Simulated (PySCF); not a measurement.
Cd(Me) (CH3Cd), SMILES [Cd+][CH3], charge +1.

Geometry: B3LYP-D3(BJ)/def2-TZVP. The spin state was assumed, not searched. The isomer is the one that the SMILES or the coordinates give; other isomers of the formula were not compared. The def2 effective core potentials stand for the cores of Cd; spin–orbit coupling is left out.

The numbers are results of M06-2X/def2-TZVPD (PySCF), not measurements.

Isolated molecule, no solvent.

Problem. Estimate the frontier levels, gap, dipole moment and polarisability. (The exact figures need the calculation; the answer reports its results.)

Solution. 
The highest occupied level comes out as -14.75 eV and the lowest empty level is -8.35 eV. The orbital gap comes out as 6.41 eV. The dipole moment about the centre of nuclear charge is 0.50 D and the mean static polarisability comes out as 42.0 bohr³ (6.22 Å³). The polarisability, principal values is 29.7, 29.7, 66.6 bohr³.
